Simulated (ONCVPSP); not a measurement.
**Building the ONCV potential for tantalum (Ta) (PBEsol, fully relativistic).**

Ta (Z = 73), optimised norm-conserving Vanderbilt (ONCV), made with ONCVPSP 4.0.1 (PBEsol, fully relativistic). Core [Xe] 4f14, reference 5d3 6s2. Waves: 6s: rc 2.20 bohr, ncon 5, nbas 9, qcut 2.7 1/bohr, 2 projectors, debl 0.6 Ha; p scattering state at 0.21 Ha: rc 2.25 bohr, ncon 4, nbas 8, qcut 3.3 1/bohr, 3 projectors, debl 2.8 Ha; 5d: rc 2.75 bohr, ncon 3, nbas 7, qcut 5 1/bohr, 2 projectors, debl 3.6 Ha. Local part: polynomial inside 2.05 bohr (lpopt 5, dvloc0 0 Ha). Core correction: none.

Open shells are filled in proportion to 2j + 1.

Task: Does the generator finish with these settings?

Result: No. ONCVPSP 4.0.1 stopped with "optimize: ERROR ps0norm > uunorm, code will stop": the continuity conditions at rc already need more norm inside rc than the all-electron wave has, so norm conservation cannot be met. It happened in the s channel.
